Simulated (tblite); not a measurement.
Parent: `[CH2:1]=[CH:2][CH2:3][CH2:4][SiH2:5][SiH2:6][OH:7]` with C1–C2–C3–C4 -115°, C2–C3–C4–Si5 -178°, C3–C4–Si5–Si6 64°, C4–Si5–Si6–O7 -71°, Si5–Si6–O7–H -177°, C4H12OSi2.

Computed geometry: GFN2-xTB, gas phase. One conformer each, not checked by frequencies here.

```
coordinate of the parent    value
                   C1=C2  1.320 Å
                   C2–C3  1.495 Å
                   C3–C4  1.532 Å
                  C4–Si5  1.909 Å
                 Si5–Si6  2.303 Å
                  Si6–O7  1.633 Å
                C1–C2–C3   124.7°
                C2–C3–C4   110.8°
               C3–C4–Si5   112.5°
              C4–Si5–Si6   111.3°
              Si5–Si6–O7   102.8°
```

**Question.** How does the shared frame change in `[CH2:1]=[CH:2][CH2:3][SiH2:4][SiH2:5][SiH2:6][OH:7]` with C1–C2–C3–Si4 -98°, C2–C3–Si4–Si5 60°, C3–Si4–Si5–Si6 45°, Si4–Si5–Si6–O7 11°, Si5–Si6–O7–H 178°, C3H12OSi3? Atoms pair as C2 = C1, C3 = C2, C4 = C3, Si5 = Si4, Si6 = Si5 (parent first).

**Answer.** 
```tsv
parent	relative	value in the relative	change
C2–C3	C1=C2	1.322 Å	-0.173
C3–C4	C2–C3	1.483 Å	-0.049
C4–Si5	C3–Si4	1.919 Å	+0.010
Si5–Si6	Si4–Si5	2.321 Å	+0.018
C2–C3–C4	C1–C2–C3	124.6°	+13.8
C3–C4–Si5	C2–C3–Si4	110.2°	-2.3
C4–Si5–Si6	C3–Si4–Si5	108.5°	-2.8
```

Of the parent's bonds, C2–C3 changes most (-0.173 Å). Bonds of the relative outside the shared frame: Si5–Si6 2.305, Si6–O7 1.636 Å. Point group C1 → C1.

**Question.** How does the shared frame change in `[CH2:1]=[CH:2][CH2:3][CH2:4][SiH2:5][SiH2:6][SH:7]` with C1–C2–C3–C4 116°, C2–C3–C4–Si5 180°, C3–C4–Si5–Si6 177°, C4–Si5–Si6–S7 60°, Si5–Si6–S7–H 180°, C4H12SSi2? Atoms pair as C1 = C1, C2 = C2, C3 = C3, C4 = C4, Si5 = Si5, Si6 = Si6 (parent first).

**Answer.** 
```
    parent    relative  value in the relative  change
     C1=C2       C1=C2                1.320 Å   0.000
     C2–C3       C2–C3                1.495 Å   0.000
     C3–C4       C3–C4                1.532 Å   0.000
    C4–Si5      C4–Si5                1.905 Å  -0.004
   Si5–Si6     Si5–Si6                2.310 Å  +0.007
  C1–C2–C3    C1–C2–C3                 124.7°     0.0
  C2–C3–C4    C2–C3–C4                 110.5°    -0.3
 C3–C4–Si5   C3–C4–Si5                 113.4°    +0.9
C4–Si5–Si6  C4–Si5–Si6                 110.1°    -1.2
```

Of the parent's bonds, Si5–Si6 changes most (+0.007 Å). Bonds of the relative outside the shared frame: Si6–S7 2.166 Å. Point group C1 → C1.

**Question.** How does the shared frame change in `[CH2:1]=[C:2]([Cl:3])[CH2:4][CH2:5][SiH2:6][SiH2:7][OH:8]` with C1–C2–C4–C5 106°, C2–C4–C5–Si6 -65°, C4–C5–Si6–Si7 -58°, C5–Si6–Si7–O8 70°, Si6–Si7–O8–H 177°, C4H11ClOSi2? Atoms pair as C1 = C1, C2 = C2, C3 = C4, C4 = C5, Si5 = Si6, Si6 = Si7, O7 = O8 (parent first).

**Answer.** 
```csv
parent,relative,value in the relative,change
C1=C2,C1=C2,1.320 Å,0.000
C2–C3,C2–C4,1.494 Å,-0.001
C3–C4,C4–C5,1.532 Å,0.000
C4–Si5,C5–Si6,1.911 Å,+0.002
Si5–Si6,Si6–Si7,2.304 Å,+0.001
Si6–O7,Si7–O8,1.637 Å,+0.004
C1–C2–C3,C1–C2–C4,125.8°,+1.1
C2–C3–C4,C2–C4–C5,111.5°,+0.7
C3–C4–Si5,C4–C5–Si6,113.2°,+0.7
C4–Si5–Si6,C5–Si6–Si7,111.7°,+0.4
Si5–Si6–O7,Si6–Si7–O8,104.5°,+1.7
```

Of the parent's bonds, Si6–O7 changes most (+0.004 Å). Bonds of the relative outside the shared frame: C2–Cl3 1.738 Å. Point group C1 → C1.
